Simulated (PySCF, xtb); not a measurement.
Ge(OMe)(SiH3) (CH6GeOSi), SMILES C[O][Ge][SiH3] (connectivity only; charge and spin as stated), neutral, multiplicity 1.

GFN2-xTB (xtb 6.7.1) at its own geometry gives an orbital gap of 2.05 eV and a dipole moment of 0.84 D.

Geometry: B3LYP-D3(BJ)/def2-SVP. The structure was generated by enumeration; whether it is a known compound was not checked. Other conformers were not sampled.

Q: What does PBE/def2-TZVP in PySCF give? (The exact figures need the calculation; the answer reports its results.)

A: gap 2.01 eV (levels -5.33 and -3.32 eV), dipole 0.72 D.
